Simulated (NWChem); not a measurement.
System: SiBrCl₃; SMILES Cl[Si](Cl)(Cl)Br

The following NWChem deck was run.

```
start job
memory heap 200 mb stack 900 mb global 1100 mb
geometry units angstroms noautosym nocenter noautoz
  Cl    -1.764248    -0.754844     1.100536
  Si     0.000000     0.000000     0.412282
  Cl     1.535838    -1.150462     1.100536
  Cl     0.228410     1.905306     1.100536
  Br     0.000000     0.000000    -1.781453
end
basis spherical
  Cl library def2-tzvp
  Si library def2-tzvp
  Br library def2-tzvp
end
dft
  xc xpbe96 cpbe96
  iterations 150
  semidirect filesize 400000000
end
property
  efieldgrad
end
task dft property
```

The geometry was optimised at PBE0/def2-SVP.

Vzz is the largest principal value of the second derivative of the potential at the nucleus (NWChem prints the opposite sign); η is the asymmetry. Non-relativistic.

Atoms are numbered as in the input.

Problem. What results follow from this input? (PBE/def2-TZVP.) Quantities: Vzz Cl4 (a.u.); η Cl4; Vzz Br5 (a.u.); η Br5.

Solution. 
| Quantity | Value |
|---|---|
| Vzz Cl4 (a.u.) | 2.301 |
| η Cl4 | 0.00 |
| Vzz Br5 (a.u.) | 4.712 |
| η Br5 | 0.00 |
